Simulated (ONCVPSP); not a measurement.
# krypton (Kr): one change to an ONCV potential, before and after

- Element: Kr
- Generator: ONCVPSP 4.0.1
- Type: optimised norm-conserving Vanderbilt (ONCV)
- Functional: LDA (Perdew-Wang 92)
- Relativity: scalar-relativistic
- Frozen core: [Ar] 3d10
- Valence charge: 8
- Reference configuration: 4s2 4p6
- Partial waves: 4s: rc 1.45 bohr, ncon 3, nbas 7, qcut 4.6 1/bohr, 3 projectors, debl 3.7 Ha; 4p: rc 1.20 bohr, ncon 4, nbas 7, qcut 7 1/bohr, local; d scattering state at 0.04 Ha: rc 1.20 bohr, ncon 3, nbas 8, qcut 7.5 1/bohr, 2 projectors, debl 3.9 Ha
- Local potential: the p channel
- Core correction: Teter function, fcfact 4, rcfact 1.2

Change: s: qcut 3.1; p: qcut 4.8; d: qcut 5.1.

Cutoffs: the cutoffs (Ha) at which the residual kinetic energy of the hardest occupied pseudo-wave falls to 1 and 0.1 mHa per electron; they do not see the model core or the augmentation charge, which bear on the density cutoff. Errors are all-electron minus pseudo energies relative to the spin-unpolarised reference configuration.

Q: What does the change do?

A: The bound ghosts move from d to d, s; of the 4 tests that both files solve, the error grows in 4 and shrinks in 0 by more than 15 % and 0.3 meV (median size 25.8 → 31.8 meV).

```tsv
quantity	base	changed
cutoffs, loose and tight	73 Ha, 102 Ha	not determined
bound ghosts	d	s, d
GHOST(+) flags under 300 eV	none	none
error for 4s2 4p5, meV [ΔE 14.43 eV]	+1.2	+1.5
error for 4s2 4p4, meV [ΔE 39.77 eV]	+12	+15
error for 4s2 4p3, meV [ΔE 77.04 eV]	+39	+49
error for 4s2 4p2, meV [ΔE 127.12 eV]	+85	+111
s: phases at 1.47 bohr within 0.05 rad from the reference energy up to (Ha; the scan ends near 5)	to the end of the scan	to the end of the scan
p: phases at 1.22 bohr within 0.05 rad from the reference energy up to (Ha; the scan ends near 5)	2.1	2.2
d: phases at 1.22 bohr within 0.05 rad from the reference energy up to (Ha; the scan ends near 5)	to the end of the scan	to the end of the scan
rms error of d²Exc/dni dnj with the model core, mHa	2.39	1.99
```

 A true bound ghost makes a file unfit for plane-wave use even where its test errors are small: the radial tests pick states by their node count and pass the ghost by.
